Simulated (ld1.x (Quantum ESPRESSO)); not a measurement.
## Before and after: TM potential for Mn (Z = 25)

```
Element                 : Mn
Generator               : ld1.x (Quantum ESPRESSO) 7.5
Type                    : norm-conserving Troullier–Martins (Kleinman–Bylander form)
Functional              : PBE
Relativity              : scalar-relativistic
Frozen core             : [Ne]
Valence charge          : 15
Reference configuration : 3s2 3p6 3d5 4s2 4p0
Partial waves           : 3p (bound): rc 1.25 bohr; 3d (bound): rc 1.00 bohr; 3s (bound): rc 0.95 bohr
Local potential         : the s channel
Core correction         : none
```

Occupied shells without a wave of their own: 4s. They enter only through the test configuration that unscreens the potential.

All-electron outer shells of the reference configuration (PBE, scalar-relativistic, ld1.x):

```tsv
shell	level (eV)	outermost node (bohr)	outermost maximum (bohr)
2s	-743.95	0.08	0.23
2p	-630.19	–	0.19
3s	-85.88	0.34	0.74
3p	-54.59	0.31	0.75
3d	-6.77	–	0.76
4s	-5.11	1.05	2.51
4p	-1.37	1.16	3.43
```

Change: core correction a·sin(br)/r model core inside 0.78 bohr (4s counted twice).

Cutoffs: the cutoffs (Ry, on a coarse ladder) from which the occupation-weighted sum of valence levels, in a spherical-Bessel basis at the reference potential, stays within 10 and 1 mRy of its value at 400 Ry; they do not see the model core or the augmentation charge, which bear on the density cutoff. Errors are all-electron minus pseudo energies relative to the spin-unpolarised reference configuration.

Problem. Predict the effect on cutoff, ghosts and configuration errors.

Solution. The potential gets neither clearly harder nor softer (180 Ry and 300 Ry → 180 Ry and 300 Ry); of the 7 tests that both files solve, the error grows in 7 and shrinks in 0 by more than 15 % and 0.3 meV (median size 177.9 → 490.5 meV); neither file shows a bound ghost. In the changed file ld1.x takes every shell without a wave as core, so the model core holds the 4s electrons as well and exchange and correlation see them twice. This cancels in the reference configuration, but the file is broken for other ones, and its errors say nothing about a proper core correction. A model core, the more so a compact one, raises the density cutoff, which this test does not measure.

| quantity | base | changed |
| --- | --- | --- |
| cutoff, loose | 180 Ry | 180 Ry |
| cutoff, tight | 300 Ry | 300 Ry |
| bound ghosts | none | none |
| largest miss of a reference level, eV | 0.09 | 0.09 |
| error for 3s2 3p6 3d5 4s1 4p0, meV [ΔE 8.42 eV] | -120 | -263 |
| error for 3s2 3p6 3d5 4s0 4p0, meV [ΔE 24.01 eV] | -310 | -940 |
| error for 3s2 3p6 3d4 4s0 4p0, meV [ΔE 56.53 eV] | -475 | -1378 |
| error for 3s2 3p6 3d6 4s0 4p0, meV [ΔE 6.81 eV] | -178 | -491 |
| error for 3s2 3p6 3d4 4s2 4p0, meV [ΔE 13.19 eV] | +13 | -26 |
| error for 3s2 3p6 3d3 4s0 4p0, meV [ΔE 107.30 eV] | -633 | -1755 |
| error for 3s2 3p6 3d5.5 4s1.5 4p0, meV [ΔE -0.48 eV] | -37 | -43 |
| s: phases at 1.35 bohr within 0.05 rad from the reference energy up to (Ry; the scan ends near 5) | 3.2 | 3.2 |
| p: phases at 1.35 bohr within 0.05 rad from the reference energy up to (Ry; the scan ends near 5) | to the end of the scan | to the end of the scan |
| d: phases at 1.35 bohr within 0.05 rad from the reference energy up to (Ry; the scan ends near 5) | to the end of the scan | to the end of the scan |

Base: The 4s level has no wave, so the channel is fitted at the deeper level alone: the likely source of the large errors.
